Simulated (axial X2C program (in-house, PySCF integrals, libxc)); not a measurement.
Values are calculated unless marked as measured or tabulated.
PtP⁺: input and output

Program: an in-house relativistic program for diatomic molecules.

Input:
```json
{
 "zs": [
  78,
  15
 ],
 "q": 1,
 "bas": [
  "dyall-cv3z",
  "dyall-v3z"
 ],
 "levels": [
  "PBE0",
  "HF",
  "PBE50"
 ],
 "cc": true,
 "r0": 2.14,
 "thr": -2.0,
 "nmax": 90,
 "npts": 10,
 "nst": 2,
 "ntry": 6
}
```
```bash
python so2c.py task.json out
```

Keys: zs atomic numbers; q charge; bas basis sets; levels methods; cc coupled cluster on or off; r0 starting distance in Å; thr threshold in hartree for freezing inner shells (an s shell follows its p shell); nmax most natural virtual spinors; npts points on the curve; nst determinants followed; ntry starts of the search. HF also brings MP2.

Output of the PBE50 step, two-component, at R = 1.999 Å for the state Ω = 0. It starts from PBE0 orbitals of this distance.

```
two-component X2C + atomic mean field  PBE50
basis functions 224  fitting functions 1151  grid points 5076
iter        total energy     max residual
   1     -18758.810378167     3.66e-01
   2     -18758.815283967     9.47e-03
   3     -18758.816668325     6.34e-02
   4     -18758.816895891     1.02e-02
   5     -18758.817026871     1.22e-02
   6     -18758.817041907     1.01e-03
   7     -18758.817045601     1.55e-03
   8     -18758.817047799     1.66e-04
   9     -18758.817048625     1.68e-04
  10     -18758.817048996     1.25e-04
  11     -18758.817049048     4.74e-05
  12     -18758.817049056     1.95e-05
converged
one-electron -26299.84509131  Coulomb 7632.11508584  exact exchange -189.04024916  xc functional -194.83177372  nuclear repulsion 309.72353015  atomic mean-field constant -16.93855087
```
Energies are in hartree; totals compare only within one Hamiltonian and basis.
